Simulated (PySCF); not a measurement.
Si(H)(Cl)(NH2)2 (ClH₅N₂Si), SMILES [SiH](N)(N)Cl.

Geometry: PBE0-D3(BJ)/def2-SVP. Other conformers were not sampled.

All values below come from HF/def2-TZVP (PySCF).

Isolated molecule, no solvent.

Question: Estimate the frontier levels, gap, dipole moment and polarisability. (An estimate is asked for; the answer gives what the named calculation found.)

Answer: 
| Quantity | Value |
|---|---|
| highest occupied level | -11.29 eV |
| lowest empty level | 3.53 eV |
| orbital gap | 14.83 eV |
| dipole moment | 2.15 D |
| quadrupole, principal values (traceless, Buckingham form, about the centre of nuclear charge) | -5.60, -2.62, 8.22 D·Å |
| mean static polarisability | 46.8 bohr³ (6.93 Å³) |
| polarisability, principal values | 42.0, 45.8, 52.6 bohr³ |
